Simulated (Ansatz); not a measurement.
Molecule: ZrO, net charge 0, singlet state. 
Coordinates optimised at B3LYP-D3(BJ)/def2-TZVP (Ansatz, a first-principles code):
SMILES: [Zr]=[O]
```xyz
2

Zr     0.0000     0.0000    -0.2863
O      0.0000     0.0000     1.4315
```

Parts of the frozen-core correlation energy in def2-SVP (Ansatz, hartree). Frozen orbitals: 5; correlated occupied orbitals by spin: 5 and 5; virtual: 35 and 35. No spin-orbit coupling. Past Kr the def2 sets carry scalar-relativistic core potentials. The restricted reference is unstable.

| term | value |
|---|---|
| reference (HF) | -121.27934 |
| MP2 opposite-spin | … |
| MP2 same-spin | … |
| CCSD correlation | -0.28987 |
| (T) | … |
| CCSDT minus CCSD(T) | -0.00006 |
| T1 diagnostic | 0.035 |
| largest doubles amplitude | 0.122 |

**Question.** Fill in the missing entries.

**Answer.** 
- MP2 opposite-spin, value: -0.21625
- MP2 same-spin, value: -0.08655
- (T), value: -0.01798
